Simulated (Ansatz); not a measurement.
The cluster LiAl3 (the lowest singlet isomer of a short search) was relaxed with r2SCAN-D4 (def2-TZVP) in Ansatz in these states: neutral quintet, neutral triplet. The geometries follow in no particular order.

A:

Cartesian coordinates in Å:
```
Al -1.6900 0.0439 -0.0991
Al 0.5932 1.5732 0.1478
Al 0.4577 -0.9131 1.3442
Li 0.6391 -0.7039 -1.3929
```

B:

```csv
atom,x (Å),y (Å),z (Å)
Al1,1.459,0.363,0.024
Al2,-0.595,0.533,1.454
Al3,-0.646,0.920,-1.222
Li4,-0.219,-1.816,-0.256
```

Q: Judge from the bond lengths which geometry belongs to which state (an estimate).

A: A is the neutral quintet (Al1–Al2 2.759 Å, Al1–Al3 2.759 Å, Al3–Li4 2.751 Å); B is the neutral triplet (Al1–Al2 2.508 Å, Al1–Al3 2.509 Å, Al3–Li4 2.933 Å).

At PBE0-D4/def2-TZVP a broken-symmetry singlet lies 1.08 eV below the neutral quintet. At PBE0-D4/def2-TZVP a broken-symmetry singlet lies 0.12 eV below the neutral triplet. These are the stationary points nearest to one start from a short search; other shapes may lie lower in each state.
